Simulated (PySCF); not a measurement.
SMILES CB(C)C#CB(O)O (GFN2-xTB optimised geometry):

```
16

B      0.210     1.233     0.000
O     -0.443     2.434     0.000
O      1.560     1.233     0.000
C     -0.539    -0.102     0.000
C     -1.176    -1.136     0.001
B     -1.939    -2.434     0.002
C     -2.306    -3.119    -1.372
C     -2.360    -3.081     1.380
H     -1.397     2.396     0.000
H      1.939     2.112     0.000
H     -3.179    -3.765    -1.310
H     -2.458    -2.408    -2.181
H     -1.468    -3.751    -1.673
H     -1.634    -2.904     2.171
H     -2.543    -4.151     1.313
H     -3.293    -2.622     1.711
```

Method: PBE0/def2-TZVP (PySCF).

### Question
What are the frontier orbital energies and the dipole moment?

### Answer
HOMO-2 -9.37 eV, HOMO-1 -8.36 eV, HOMO -7.81 eV, LUMO -1.54 eV, LUMO+1 -0.32 eV; dipole moment 1.46 D.

On the same geometry PBE/def2-TZVP (PySCF) gives HOMO-2 -7.77 eV, HOMO-1 -7.16 eV, HOMO -6.57 eV, LUMO -2.45 eV, LUMO+1 -1.24 eV; dipole moment 1.42 D.

Meta-Löwdin charges at PBE0/def2-TZVP: B1 0.43, O2 -0.53, O3 -0.51, C4 -0.12, C5 -0.08, B6 0.21, C7 -0.47, C8 -0.47, H9 0.36, H10 0.36, H11 0.12, H12 0.13, H13 0.15, H14 0.13, H15 0.12, H16 0.15.
